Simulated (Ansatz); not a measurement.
C, quintet; R2SCAN/6-31G (Ansatz, a quantum-chemistry and plane-wave program).

Ansatz was given this input:
Ansatz 0.2 input:
```yaml
crystal:
  periodic: [false, false, false]
  atoms:
    - {symbol: C, position_ang: [0.00000000, 0.00000000, 0.00000000]}
basis:
  gaussian:
    orbitals: 6-31G
hamiltonian:
  xc: r2scan
magnetization: {spin_polarized: true, initial_magnetization: 4}
```

Q: Write the output that Ansatz gives for this input, abridged.

A: 
```
Functional definition: r2SCAN
35 factors; integrals over basis functions are off by at most 1.5e-4 eV
mean field evaluation 1: about -1025.4190 eV, gradient 3.6e0 eV
mean field evaluation 2: about -1025.4907 eV, gradient 1.6e0 eV
mean field evaluation 4: about -1025.5099 eV, gradient 1.7e-2 eV
mean field evaluation 8: about -1025.5104 eV, gradient 1.3e-4 eV
mean field -1025.51037295 eV, -37.6868110899 hartree, gradient 4.0e-6 eV, S^2 6.000011; 0 other end points of the search recorded, 0 dependent functions left out
reference -1025.51037689 eV, -37.6868112347 hartree; 5, 1 occupied and 4, 8 virtual orbitals, 35 factors
Total energy: -1025.51037689 eV, -37.6868112347 hartree
```
